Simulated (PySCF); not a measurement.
# Silicon: a sound run and one with changed settings

Sound run: Si⁺ [Ne] 3s2 3p1, Si²⁺ [Ne] 3s2. Calculation: PySCF 2.14, in x2c-SVPall (4s3p1d, 18 functions); scalar relativity by spin-free X2C-1e. In the sound run the correlated levels freeze [Ne]. The sound run starts from symmetry-adapted Hartree-Fock orbitals and uses a fine grid where one is needed.

A second run was set up differently.

```
species   method  sound run (hartree)  changed run (hartree)  converged
    Si⁺      UHF           -289.06759             -289.06759        yes
    Si⁺     MN15           -289.51934             -289.51934        yes
    Si⁺     PBE0           -289.45057             -289.45057        yes
    Si⁺      MP2           -289.10280             -289.08913        yes
    Si⁺  CCSD(T)           -289.12116             -289.12116        yes
   Si²⁺      UHF           -288.48737             -288.48737        yes
   Si²⁺     MN15           -288.92536             -288.92536        yes
   Si²⁺     PBE0           -288.84742             -288.84742        yes
   Si²⁺      MP2           -288.51665             -288.50493        yes
   Si²⁺  CCSD(T)           -288.53082             -288.53082        yes
```

Ionisation energy of Si⁺:

```tsv
method	sound run (eV)	changed run (eV)
UHF	15.789	15.789
MN15	16.163	16.163
PBE0	16.412	16.412
MP2	15.950	15.897
SCS-MP2	15.932	15.887
CCSD	16.046	16.046
CCSD(T)	16.064	16.064
```

**Question.** What was changed?
A. all electrons correlated in a valence basis
B. angular grid far too coarse
C. level shift left on
D. minimal basis

**Answer.** C. It used initial guess 1e, at most 50 SCF cycles, level shift 0.5 hartree. A level shift leaves the converged SCF energy unchanged but raises the virtual orbital energies, which shrinks MP2 if it is not removed.
